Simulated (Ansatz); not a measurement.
Species: [Al(CH3)3(N(CH3)3)] (charge 0, multiplicity 1).

Give a relaxed geometry from PBE0-D3(BJ)/def2-SVP run with Ansatz (an electronic-structure program).

the end point of this relaxation.
Cartesian coordinates (Å) in one orientation:
```xyz
26

Al    -0.127    -0.039    -0.003
C     -0.712     0.555    -1.807
H     -0.290    -0.029    -2.644
H     -0.526     1.622    -2.022
H     -1.807     0.424    -1.875
C     -0.674     1.138     1.503
H     -0.463     2.211     1.348
H     -0.250     0.856     2.483
H     -1.770     1.063     1.619
C     -0.271    -1.991     0.341
H      0.123    -2.629    -0.469
H     -1.343    -2.248     0.428
H      0.193    -2.330     1.284
C      2.234     1.674    -0.351
N      1.969     0.259    -0.079
C      2.524    -0.574    -1.150
C      2.549    -0.124     1.211
H      3.321     1.869    -0.398
H      1.791     2.290     0.442
H      1.776     1.957    -1.308
H      2.300    -1.629    -0.948
H      3.619    -0.443    -1.222
H      2.064    -0.297    -2.107
H      3.645     0.017     1.207
H      2.109     0.489     2.008
H      2.321    -1.178     1.417
```
